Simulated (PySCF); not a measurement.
Input for PySCF: R-MP2/6-31G* on H3NSSi (SMILES N[Si]S), a point of a torsion scan.

```python
from pyscf import gto, scf, dft, mp
from pyscf.data.elements import chemcore

mol = gto.M(
    atom='''
    N    -1.08854878    0.10544652    0.21415382
    Si    0.16340601   -0.73874962    1.00968429
    S     1.86900677    0.47460150    0.25688675
    H    -0.95094603    0.86584423   -0.43936718
    H    -2.06096155   -0.13191925    0.31830733
    H     1.42793419    1.61101398    0.77802435
    ''',
    basis='6-31g*',
    cart=True,
    charge=0, spin=0, verbose=3, max_memory=1800)
mf = scf.RHF(mol)
mf.conv_tol = 1e-8
mf.max_cycle = 100
mf.kernel()
if not mf.converged:
    mf = mf.newton().run(mf.mo_coeff, mf.mo_occ)
pt = mp.MP2(mf, frozen=chemcore(mol)).run()
```

The log:

```
converged SCF energy = -742.639788326953
E(RMP2) = -742.997237336236  E_corr = -0.357449009282496
E(SCS-RMP2) = -742.994249118982  E_corr = -0.354460792028325
```

The run converged.

Cost: roughly 0.9 core-seconds.
